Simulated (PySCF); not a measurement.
# Computed structure and properties of [Hg(CO)]2+

System: [Hg(CO)]2+ (singlet); start: template (C∞v). Method: PySCF 2.14.0, RKS PBE0, Hg def2-SVP with ECP60, C def2-SVP, O def2-SVP; non-relativistic Hamiltonian with scalar-relativistic core potentials where named; density fitting; no spin-orbit coupling.

Input of the relaxation:

```python
mol = gto.M(atom='''
Hg     0.00000     0.00000    -0.32414
C      0.00000     0.00000     1.68146
O      0.00000     0.00000     2.83146''',
    basis={'Hg': 'def2-SVP', 'C': 'def2-SVP', 'O': 'def2-SVP'},
    ecp={'Hg': 'def2-SVP'},
    charge=2, spin=0)
mf = dft.RKS(mol, xc='PBE0')
mf.grids.atom_grid = (50, 194)
mf = mf.density_fit()  # fitting sets: Hg def2-universal-JKFIT, C def2-universal-JKFIT, O def2-universal-JKFIT
mf.conv_tol = 1e-08; mf.max_cycle = 55
mf.kernel(dm0)  # dm0: converged density of the start geometry
# quasi-Newton relaxation in Cartesian coordinates to a largest gradient under 0.00045 Eh/bohr, steps kept in the point group
```

Run from Python with OMP_NUM_THREADS=2; the lines above give its settings. Where DIIS fails, smearing, a level shift and second-order steps follow.
It took 5.1 s on 2 threads of Arm Neoverse V1, on a shared host, from the converged density of the start.

Course of the relaxation:

```json
{"step": "0", "energy above end (eV)": "0.2158", "largest force component within the symmetry (eV/Å)": "7.018"}
{"step": "1", "energy above end (eV)": "0.0626", "largest force component within the symmetry (eV/Å)": "2.504"}
{"step": "2", "energy above end (eV)": "0.0245", "largest force component within the symmetry (eV/Å)": "1.160"}
{"step": "3", "energy above end (eV)": "0.0027", "largest force component within the symmetry (eV/Å)": "0.272"}
{"step": "4", "energy above end (eV)": "0.0001", "largest force component within the symmetry (eV/Å)": "0.032"}
{"step": "5", "energy above end (eV)": "0.0000", "largest force component within the symmetry (eV/Å)": "0.002"}
```

Relaxed geometry (C∞v):

```xyz
3

Hg    0.0000    0.0000   -0.3973
C     0.0000    0.0000    1.7389
O     0.0000    0.0000    2.8472
```

```json
{"contact": "Hg1–C2 (CO)", "Å": "2.136"}
```

On the finer grid (75, 302):

* HOMO: -25.65 eV
* LUMO: -18.26 eV
* Dipole about the centre of mass: 2.06 D
* Set of Mulliken populations of Hg1 outside the core potential: s 2.44, p 6.06, d 9.94, f 0.00
* D3(BJ) dispersion energy (not in the energies): -0.043 eV

```
atom  Mulliken (e)  Löwdin (e)  spin (e)
 Hg1          1.56        1.37      0.00
  C2          0.16        0.26      0.00
  O3          0.28        0.37      0.00
```

On the grid (50, 194), as all that follows. Harmonic modes: a minimum; lowest 295 cm⁻¹ (negative: unstable), highest 2449 cm⁻¹, zero-point energy 0.208 eV.

Taking off one CO (charge 0, singlet; the rest: singlet) in vacuum, both parts rigid, costs 3.59 eV; the small basis without counterpoise inflates it. Parting with an electron moved from the ligand to the metal can be far cheaper, even downhill.

Rigid scan of CO along the line from its metal:

(distance to C2 (Å), energy (eV)): (1.84, 0.678), (1.94, 0.255), (2.04, 0.055), (2.14, 0.000), (2.24, 0.040), (2.34, 0.140), (2.54, 0.432)

One start shape was tried, so this needn't be the lowest isomer.
